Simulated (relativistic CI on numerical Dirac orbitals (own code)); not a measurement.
# d3 in a ligand field

Computed with a parametric ligand-field model of a d^n configuration (Racah B and C, spin-orbit zeta, crystal field), exact diagonalisation.

Field parameters in Wybourne normalisation: Oh B⁴₀ = 21Dq, B⁴₄ = √(5/14) B⁴₀. The field is a parameter set, without covalency.

B = 370 cm⁻¹, C = 1320 cm⁻¹ (C/B = 3.57), Oh, no spin-orbit coupling. Tanabe-Sugano data, E/B above the lowest term (Δ = |10Dq|; b, c mark the second and third term of a kind):

| Δ/B | 4A2 | 4T2 | 4T1 | 2E | 2T1 | 2T2 |
| --- | --- | --- | --- | --- | --- | --- |
| 1.0 | 0.00 | 1.00 | 1.79 | 15.59 | 15.67 | 16.05 |
| 3.0 | 0.00 | 3.00 | 5.29 | 16.42 | 16.90 | 18.49 |
| 5.0 | 0.00 | 5.00 | 8.68 | 16.81 | 17.56 | 20.59 |
| 7.0 | 0.00 | 7.00 | 11.92 | 17.06 | 17.94 | 22.23 |
| 9.0 | 0.00 | 9.00 | 15.00 | 17.25 | 18.20 | 23.39 |
| 11.0 | 0.00 | 11.00 | 17.92 | 17.40 | 18.38 | 24.25 |
| 13.0 | 0.00 | 13.00 | 20.68 | 17.53 | 18.52 | 24.94 |
| 15.0 | 0.00 | 15.00 | 23.29 | 17.64 | 18.63 | 25.53 |
| 17.0 | 0.00 | 17.00 | 25.79 | 17.73 | 18.72 | 26.03 |
| 19.0 | 0.00 | 19.00 | 28.19 | 17.82 | 18.80 | 26.48 |
| 21.0 | 0.00 | 21.00 | 30.51 | 17.90 | 18.86 | 26.88 |
| 23.0 | 0.00 | 23.00 | 32.78 | 17.97 | 18.92 | 27.23 |
| 25.0 | 0.00 | 25.00 | 35.00 | 18.04 | 18.97 | 27.55 |
| 27.0 | 0.00 | 27.00 | 37.18 | 18.10 | 19.01 | 27.84 |
| 29.0 | 0.00 | 29.00 | 39.34 | 18.15 | 19.05 | 28.10 |
| 31.0 | 0.00 | 31.00 | 41.47 | 18.20 | 19.08 | 28.33 |
| 33.0 | 0.00 | 33.00 | 43.58 | 18.25 | 19.11 | 28.55 |
| 35.0 | 0.00 | 35.00 | 45.68 | 18.30 | 19.14 | 28.75 |
| 37.0 | 0.00 | 37.00 | 47.77 | 18.34 | 19.17 | 28.93 |
| 39.0 | 0.00 | 39.00 | 49.84 | 18.38 | 19.19 | 29.09 |
| 41.0 | 0.00 | 41.00 | 51.91 | 18.42 | 19.21 | 29.25 |
| 43.0 | 0.00 | 43.00 | 53.97 | 18.46 | 19.23 | 29.39 |
| 45.0 | 0.00 | 45.00 | 56.03 | 18.49 | 19.25 | 29.52 |
| 47.0 | 0.00 | 47.00 | 58.08 | 18.52 | 19.27 | 29.64 |

The ground term stays 4A2.
